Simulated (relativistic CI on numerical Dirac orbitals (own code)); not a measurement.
One change at a time: Br²³⁺

Base calculation: Dirac-Coulomb-Breit CI, KLI orbitals optimised for each configuration, model QED (radiative potential, 1s self-energy scaled to tabulated hydrogen-like ionisation energies), unscaled Slater integrals.

Configuration list (outside the closed core [Ne]): 3s2, 3s 3p, 3p2, 3s 3d, 3d2, 3p 3d, 3p 4s, 3d 4s, 3s 4s, 3s 4p, 3s 4d, 3s 4f, 3s 5s, 3s 5p, 3s 5d, 4s2, 3s 5f, 3s 5g, 3s 6s, 3s 6p, 3s 6d. Levels of other configurations are missing.

The lowest level and the first level of each name with at least 55 % of one term (blank where a level has no safe partner in the second run):

```tsv
Level	Base (cm⁻¹)	Shift (cm⁻¹)
3s2 1S_0	0	0
3s 3p 3P°_0	372366	+1463
3s 3p 3P°_1	393090	+1464
3s 3p 3P°_2	460476	+1463
3s 3p 1P°_1	604742	+1478
3p2 3P_0	895023	+2856
3p2 1D_2	948001	+2620
3p2 3P_1	954553	+2868
3p2 3P_2	1033191	+2716
3s 3d 3D_1	1126332	+1151
3s 3d 3D_2	1132410	+1155
3s 3d 3D_3	1142209	+1151
3p2 1S_0	1148279	+2794
3s 3d 1D_2	1270118	+1542
3p 3d 3F°_2	1525980	+2314
3p 3d 3F°_3	1569129	+2314
3p 3d 3D°_1	1620100	+2312
3p 3d 3F°_4	1628092	+2314
3p 3d 3D°_3	1683147	+2314
3p 3d 3P°_0	1687777	+2312
3p 3d 3P°_1	1688440	+2312
3p 3d 1F°_3	1789483	+2317
```

At this charge energies of transitions that change n are usually good to better than 1 %, and those within a shell (Δn = 0) to a few per cent.

Q: One thing was changed in a second run, which moved the levels as shown. Which?
A. QED terms removed
B. Breit term removed
C. one mean potential for all configurations
D. P86 correlation estimate
E. configuration mixing switched off
F. non-relativistic limit

A: D. P86 correlation estimate. A correlation estimate moves all levels of a configuration together before mixing; mixed levels move by a weighted share.

LS names give the leading component of a level, which can be under half, so a name can repeat, a term be missing and a line seem to break the LS rules.
